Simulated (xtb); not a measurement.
Br4Zr, singlet, geometry from GFN2-xTB (such geometries of metal compounds can be far from the true shape); GFN2-xTB run with xtb.

The xtb input:
```
$ xtb mol.xyz --gfn 2 --opt --json

# file mol.xyz
5

Zr     0.00000000     0.00000000     0.00000000
Br     1.95511769    -0.53272077    -1.43766626
Br     0.75325476     0.28348401     2.35061799
Br    -1.05976936     2.10397017    -0.78953105
Br    -1.64860309    -1.85473341    -0.12342069
```

The log (banner, timings and long lists left out):

```
   ID    Z sym.   atoms
    1   40 Zr     1
    2   35 Br     2-5

           -------------------------------------------------
          |                Calculation Setup                |
           -------------------------------------------------

           -------------------------------------------------
          |                 G F N 2 - x T B                 |
           -------------------------------------------------

          ...................................................
          :                      SETUP                      :
          :.................................................:
          :  # basis functions                  50          :
          :  # atomic orbitals                  45          :
          :  # shells                           15          :
          :  # electrons                        32          :
          :  max. iterations                   250          :
          :  Hamiltonian                  GFN2-xTB          :
          :  restarted?                      false          :
          :  GBSA solvation                  false          :
          :  PC potential                    false          :
          :  electronic temp.          300.0000000     K    :
          :  accuracy                    1.0000000          :
          :  -> integral cutoff          0.2500000E+02      :
          :  -> integral neglect         0.1000000E-07      :
          :  -> SCF convergence          0.1000000E-05 Eh   :
          :  -> wf. convergence          0.1000000E-03 e    :
          :  Broyden damping             0.4000000          :
          :  net charge                          0          :
          :  unpaired electrons                  0          :
          ...................................................

 iter      E             dE          RMSdq      gap      omega  full diag
   1    -18.1169453 -0.181169E+02  0.623E+00    1.35       0.0  T
   2    -18.2406827 -0.123737E+00  0.784E+00    3.56       1.0  T
   3    -18.2689773 -0.282946E-01  0.623E+00    3.11       1.0  T
   4    -18.2313635  0.376137E-01  0.521E+00    1.68       1.0  T
   5    -18.2869478 -0.555842E-01  0.480E-01    2.54       1.0  T
   6    -18.2870804 -0.132645E-03  0.197E-01    2.51       1.0  T
   7    -18.2871166 -0.362266E-04  0.420E-02    2.49       1.1  T
   8    -18.2871178 -0.119522E-05  0.599E-03    2.49       7.5  T
   9    -18.2871179 -0.462302E-07  0.297E-03    2.49      15.1  T
  10    -18.2871179 -0.141076E-07  0.310E-04    2.49     144.1  T
  11    -18.2871179 -0.111051E-09  0.164E-04    2.49     272.0  T

   *** convergence criteria satisfied after 11 iterations ***

         :::::::::::::::::::::::::::::::::::::::::::::::::::::
         ::                     SUMMARY                     ::
         :::::::::::::::::::::::::::::::::::::::::::::::::::::
         :: total energy             -18.239208293017 Eh    ::
         :: gradient norm              0.000000449743 Eh/a0 ::
         :: HOMO-LUMO gap              2.485055384826 eV    ::
         ::.................................................::
         :: SCC energy               -18.287110291085 Eh    ::
         :: -> isotropic ES            0.048559703915 Eh    ::
         :: -> anisotropic ES          0.007179829571 Eh    ::
         :: -> anisotropic XC         -0.009973597156 Eh    ::
         :: -> dispersion             -0.006297216451 Eh    ::
         :: repulsion energy           0.047901998069 Eh    ::
         :: add. restraining           0.000000000000 Eh    ::
         :: total charge              -0.000000000000 e     ::
         :::::::::::::::::::::::::::::::::::::::::::::::::::::

      -----------------------------------------------------------
     |                   =====================                   |
     |                        A N C O P T                        |
     |                   =====================                   |
[...]
 * total energy  :   -18.2392083 Eh     change       -0.4595435E-10 Eh
   *** GEOMETRY OPTIMIZATION CONVERGED AFTER 1 ITERATIONS ***
         :: total energy             -18.239208293063 Eh    ::
[...]
         6        2.0000           -0.4766923             -12.9715
         7        2.0000           -0.4766923             -12.9715
         8        2.0000           -0.4766923             -12.9715
         9        2.0000           -0.4580955             -12.4654
        10        2.0000           -0.4580955             -12.4654
        11        2.0000           -0.4580955             -12.4654
        12        2.0000           -0.4563639             -12.4183
        13        2.0000           -0.4563639             -12.4183
        14        2.0000           -0.4527938             -12.3211
        15        2.0000           -0.4527938             -12.3211
        16        2.0000           -0.4527938             -12.3211 (HOMO)
        17                         -0.3614708              -9.8361 (LUMO)
        18                         -0.3614708              -9.8361
        19                         -0.3464763              -9.4281
        20                         -0.3464763              -9.4281
        21                         -0.3464763              -9.4281
        22                         -0.0371986              -1.0122
        23                          0.0196778               0.5355
        24                          0.0196778               0.5355
        25                          0.0196778               0.5355
        26                          0.0228966               0.6230
        27                          0.0228966               0.6230
       ...                                ...                  ...
        45                          1.5016064              40.8608
      -------------------------------------------------------------
                  HL-Gap            0.0913230 Eh            2.4850 eV
             Fermi-level           -0.4071323 Eh          -11.0786 eV

     #   Z          covCN         q      C6AA      α(0)
     1  40 Zr       3.033     1.137   100.422    24.113
     2  35 Br       0.759    -0.284   192.431    22.364
     3  35 Br       0.759    -0.284   192.431    22.364
     4  35 Br       0.759    -0.284   192.431    22.364
     5  35 Br       0.759    -0.284   192.431    22.364

 Mol. C6AA /au·bohr⁶  :       4195.113891
 Mol. C8AA /au·bohr⁸  :     315335.730676
 Mol. α(0) /au        :        113.570729

Wiberg/Mayer (AO) data.
largest (>0.10) Wiberg bond orders for each atom

 ---------------------------------------------------------------------------
     #   Z sym  total        # sym  WBO       # sym  WBO       # sym  WBO
 ---------------------------------------------------------------------------
     1  40 Zr   4.262 --     5 Br   1.065     4 Br   1.065     3 Br   1.065
                             2 Br   1.065
     2  35 Br   1.192 --     1 Zr   1.065
     3  35 Br   1.192 --     1 Zr   1.065
     4  35 Br   1.192 --     1 Zr   1.065
     5  35 Br   1.192 --     1 Zr   1.065
 ---------------------------------------------------------------------------

Topologies differ in total number of bonds
Writing topology from bond orders to xtbtopo.mol

molecular dipole:
                 x           y           z       tot (Debye)
 q only:       -0.000      -0.000       0.000
   full:       -0.000      -0.000       0.000       0.000
molecular quadrupole (traceless):
                xx          xy          yy          xz          yz          zz
 q only:       -0.000       0.000       0.000       0.000       0.000      -0.000
  q+dip:       -0.000       0.000       0.000       0.000       0.000      -0.000
   full:       -0.000       0.000       0.000       0.000       0.000      -0.000

optimized geometry written to: xtbopt.xyz

           -------------------------------------------------
          | TOTAL ENERGY              -18.239208293063 Eh   |
          | GRADIENT NORM               0.000001150037 Eh/α |
          | HOMO-LUMO GAP               2.485024453627 eV   |
           -------------------------------------------------

normal termination of xtb
```
